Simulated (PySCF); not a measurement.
Coordinates in bohr (charge 1 multiplicity 1):
```
Se    0.0000    0.0000    0.0000
Ag    4.6646    0.0000    0.0000
Ag   -2.3323    4.0396    0.0000
Ag   -2.3323   -4.0397    0.0000
```

All numbers come from PBE0/[Se def2-SVP, Ag def2-SVP with ECP28], scalar-relativistic core potentials, density fitting, no spin–orbit coupling, PySCF.

This geometry of [Ag3Se]+ is a stationary point at this level.

(1) What is the point group?

(2) Is it a minimum?

(3) Which band is strongest in the infrared?

(4) What are the dipole moment and the gap between the highest occupied and lowest empty levels?

Results:

(1) D3h.

(2) No: it has 1 imaginary mode, at 71i cm⁻¹ (a2'').

(3) 239 cm⁻¹ (e'), 35 km/mol.

(4) 0.00 D about the centre of mass and 3.01 eV.

Only a few start shapes were tried, so a lower isomer may exist. At this level a singlet minimum of C3v symmetry lies 39 kJ/mol below this structure.
